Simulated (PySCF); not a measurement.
All of these have the formula C6H7NO. Computed with PySCF 2.14.0, density-fitted response routines, TDDFT wB97X-D/def2-SVPD, vertical, gas phase, core orbitals frozen in the response. Geometries: GFN2-xTB; one conformer of each isolated species. Triplets are in the Tamm–Dancoff approximation.

A. `COc1ccccn1`
B. `CO[C@@]1(C#N)C=CC1`
C. `O=C(C1(C#C)CC1)N`

Lowest singlet levels (six at most, fewer where fewer were computed) with oscillator strengths:

1. 5.90 eV (f 0.000); 6.30 eV (f 0.001); 6.75 eV (f 0.014); 6.99 eV (f 0.001); 7.47 eV (f 0.019); 7.52 eV (f 0.046); T1 5.48 eV
2. 6.52 eV (f 0.003); 6.94 eV (f 0.150); 7.31 eV (f 0.024); 7.64 eV (f 0.017); 7.69 eV (f 0.007); 7.90 eV (f 0.023); T1 4.45 eV
3. 5.24 eV (f 0.074); 5.50 eV (f 0.003); 6.06 eV (f 0.000); 6.16 eV (f 0.164); 7.01 eV (f 0.000); 7.37 eV (f 0.579); T1 4.10 eV

Problem. Match each spectrum to its molecule.

Solution. 1 = C, 2 = B, 3 = A.
- A: S1 at 5.24 eV, HOMO→LUMO (88%), HOMO-2→LUMO+1 (9%); Löwdin shares by element: HOMO carbon 48% or more, oxygen 21% (atoms not listed hold the other 31%); LUMO carbon 58% or more, nitrogen 18% (atoms not listed hold the other 24%); HOMO -8.56 and LUMO 1.05 eV; point group Cs, 2 of its 6 listed states under f = 0.0005.
- B: S1 at 6.52 eV, HOMO-1→LUMO (61%), HOMO→LUMO (32%); Löwdin shares by element: HOMO carbon 58% or more, oxygen 22% (atoms not listed hold the other 20%); LUMO carbon 64% or more, nitrogen 8% (atoms not listed hold the other 28%); HOMO -9.95 and LUMO 1.12 eV.
- C: S1 at 5.90 eV, HOMO→LUMO (70%), HOMO→LUMO+3 (18%); Löwdin shares by element: HOMO oxygen 52%, carbon 28% or more (atoms not listed hold the other 20%); LUMO (one of a set within 0.03 eV) carbon 33% or more, oxygen 14%, nitrogen 12% (atoms not listed hold the other 40%); HOMO -9.36 and LUMO 2.15 eV; point group Cs, 1 of its 6 listed states under f = 0.0005.
